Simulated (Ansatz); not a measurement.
Vertical singlet–triplet gap (eV) of eight boron compounds: PBE beside PBE0, computed with Ansatz (a first-principles code) for isolated molecules in the bases named; differences from unrounded values. The eight are the first of their class met in an unordered collection, after screening for sound electronic states; none was chosen by its value. Functionals give these values as differences of separate SCF runs (ΔSCF), EOM-CCSD as a root; each molecule has one DFT geometry for both levels.

```tsv
molecule	basis	PBE0	PBE	difference
C2H4BF2N, SMILES NB(F)/C=C\F	def2-SVPD	3.83	3.91	0.08
C2H6BClO, SMILES CCB(O)Cl	def2-SVPD	6.77	6.35	-0.42
B(Cl)(Me)(NCO) (C₂H₃BClNO), SMILES C(=NB(C)Cl)=O	def2-SVPD	5.25	4.90	-0.35
B(Br)(Me)(NH2) (CH5BBrN), SMILES CB(N)Br	def2-SVPD	6.19	5.92	-0.28
B(Br)2(Me) (CH3BBr2), SMILES CB(Br)Br	def2-SVPD	4.94	4.65	-0.29
B(OH)(OMe)(NH2) (CH₆BNO₂), SMILES COB(N)O	def2-SVPD	6.28	…	…
C2H7BClN, SMILES C(C)B(N)Cl	def2-SVPD	6.44	…	…
C3H7BO, SMILES B(C)(C=C)O	def2-SVPD	3.73	…	…
```

### Question
Some entries are withheld; supply them. (Estimate from the structure and the level; the computed values follow.)

### Answer

- C3H7BO, SMILES B(C)(C=C)O, PBE: 3.88
- C3H7BO, SMILES B(C)(C=C)O, difference: 0.15
- C2H7BClN, SMILES C(C)B(N)Cl, PBE: 6.15
- C2H7BClN, SMILES C(C)B(N)Cl, difference: -0.30
- B(OH)(OMe)(NH2) (CH₆BNO₂), SMILES COB(N)O, PBE: 5.93
- B(OH)(OMe)(NH2) (CH₆BNO₂), SMILES COB(N)O, difference: -0.35

PBE lies below PBE0 in 6 and above it in 2 of the eight; the mean signed difference is -0.22 and the largest -0.42 eV.
